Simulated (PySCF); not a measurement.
Isomers of C8H8FP, from PySCF 2.14.0, PBE0-D3(BJ)/def2-SVP geometry optimisation, gas phase. One conformer each, no zero-point energy, no frequencies.

Task: Which isomer lies lower at this level?
A. `[CH2:1]=[CH:2][PH:3][c:4]1[cH:5][cH:6][cH:7][c:8]([F:9])[cH:10]1` with C1–C2–P3–C4 -115°, C2–P3–C4–C5 -145°: A = 1958, B = 727.8, C = 547.3 MHz, dipole 0.22 D
B. `[F:1][c:2]1[cH:3][cH:4][cH:5][c:6]([CH:7]2[CH2:8][CH2:9]2)[p:10]1` with C5–C6–C7–C8 -135°: A = 2314, B = 813.4, C = 631.7 MHz, dipole 2.67 D

Result: A. That is `C=CPC1=CC=CC(F)=C1`, 3.7 kcal/mol below the other.

```json
{"SMILES": "C=CPc1cccc(F)c1", "mapped SMILES": "[CH2:1]=[CH:2][PH:3][c:4]1[cH:5][cH:6][cH:7][c:8]([F:9])[cH:10]1", "E (Eh)": "-749.84523", "relative (kcal/mol)": "0.0", "relative (kJ/mol)": "0.0", "dipole (D)": "0.22"}
{"SMILES": "Fc1cccc(C2CC2)p1", "mapped SMILES": "[F:1][c:2]1[cH:3][cH:4][cH:5][c:6]([CH:7]2[CH2:8][CH2:9]2)[p:10]1", "E (Eh)": "-749.83934", "relative (kcal/mol)": "3.7", "relative (kJ/mol)": "15.5", "dipole (D)": "2.67"}
```

As drawn, the lower has a C=C bond outside aromatic rings, which the higher lacks; the higher has a three-membered ring, which the lower lacks.
